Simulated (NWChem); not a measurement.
Molecule: diboron tetrachloride (B₂Cl₄); SMILES ClB(Cl)B(Cl)Cl

```xyz
6

Cl    -1.0995     1.7374     1.0454
B      0.0000     0.8476     0.0000
Cl     1.0995     1.7374    -1.0454
B      0.0000    -0.8476     0.0000
Cl    -1.0995    -1.7374    -1.0454
Cl     1.0995    -1.7374     1.0454
```
Atoms are numbered in this order, from 1.

Program: NWChem. All runs use the structure optimised with PBE-D3(BJ)/def2-SVP. Level TPSS/def2-SVP: single points from the atomic guess with DIIS by default; each run changes one setting, and all converged runs end within 0.3 mHa of each other. NWChem's automatic level shift, which a small gap switches on, acted in some of these runs.

Problem. Which setting needs the most SCF iterations, or fails (core-Hamiltonian guess; no level shifting; defaults; occupation smearing of 0.005 Ha; level shift of 0.5 Ha throughout)?

Solution. core-Hamiltonian guess, with 19 against 7 for the defaults.
```csv
setting,SCF iterations
defaults,7
occupation smearing of 0.005 Ha,7
level shift of 0.5 Ha throughout,14
core-Hamiltonian guess,19
no level shifting,7
```
